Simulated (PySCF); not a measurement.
Run record: geometry optimisation, `[H][Mo]([H])([H])[H]` [triplet].

Computed with PBE0-D3(BJ)/def2-SVP geometry optimisation, gas phase, def2 core potentials past Kr (PySCF 2.14.0). Start geometry: GFN2-xTB. The input is one job of a driver script: a line of settings, then coordinates in Å.

Input:
```
{"job": {"xc": "PBE0", "basis": "def2-SVP", "d3": "d3bj", "grid": 1, "maxiter": 30, "shake": 0.03, "kind": "geom"}, "charge": 0, "multiplicity": 3}
Mo     0.062190    -0.077020     0.012450
H     -0.007790    -0.030390     1.666000
H      1.514000     0.004080    -0.593770
H     -0.696100     1.375370    -0.548580
H     -0.797450    -1.382520    -0.598230
```

Output:
```
step   0  E = -70.44508350  max force = 0.041848
step   1  E = -70.44978403  max force = 0.007120
step   2  E = -70.45021274  max force = 0.002351
step   3  E = -70.45033852  max force = 0.001408
step   4  E = -70.45036099  max force = 0.000836
step   5  E = -70.45036492  max force = 0.000070
optimisation converged
```

Energies in Eh; «max force» is the largest Cartesian gradient component in Eh/bohr.

Problem. Give the first gradient maximum in eV/Å.

Solution. With 1 Eh/bohr = 51.422 eV/Å, 2.152 eV/Å.

Summary of the converged run: final energy -70.45036 Eh after 5 steps; dipole 0.00 D.

The run took 22 s on one thread, Arm Neoverse N1 (aarch64), shared host, and the process peaked at 0.24 GiB of memory.
Labels such as C1 count atoms from 1, the log's own numbers from 0.
